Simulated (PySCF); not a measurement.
# Which determinant of InO lies lowest?

Unrestricted PBE0; In x2c-SVPall, O x2c-SVPall; spin-free X2C with a Gaussian nucleus (PySCF 2.14). Outer shells of the fragments: In 4d10 5s2 5p1; O 2s2 2p4.

Followed along the bond (rough minima from three points):

```tsv
2Ms+1	unpaired	⟨S²⟩ at the start	R at minimum (Å)	Te (eV)
2	π ↑	0.75	2.08	0.00
2	σ ↑	0.77	1.95	0.07
4	σ ↑, π ↑↑	3.76	2.17	2.94
```

Solutions found at the starting distance of 1.990 Å, counted from the lowest of them; the search is not exhaustive and high or unbound solutions are not listed, so other states can lie among these:

```csv
2Ms+1,unpaired,term,E (eV),⟨S²⟩,⟨Lz²⟩,μ (D)
2,π ↑,²Π,0.00,0.75,1.01,-1.97
2,σ ↑,²Σ⁺,0.03,0.77,0.00,-3.85
4,"σ ↑, π ↑↑",mixed,3.00,3.76,2.01,-1.61
4,"σ ↑, π ↑↑",mixed,3.18,3.76,2.00,-1.55
2,"σ ↑, π ↑↓",mixed,3.64,1.77,2.01,-1.08
2,"σ ↓, π ↑↑",mixed,3.74,1.76,2.01,-1.51
4,π ↑↑↑,⁴Π,5.04,3.76,1.01,2.84
4,"σ ↑↑, π ↑",⁴Π,5.24,3.76,1.01,-1.09
4,"σ ↑↑, π ↑",⁴Π,5.38,3.75,1.00,-3.13
4,σ ↑↑↑,⁴Σ⁺,7.81,3.76,0.00,-2.54
```

A term symbol is given only where ⟨S²⟩ and ⟨Lz²⟩ are close to those of a pure state; real π, δ and φ orbitals otherwise mix terms. A positive dipole means In(−)O(+).

Spin–orbit coupling is left out. Counting both spins, an empty level lies below a filled one in some of these solutions, because spin and occupation are held.
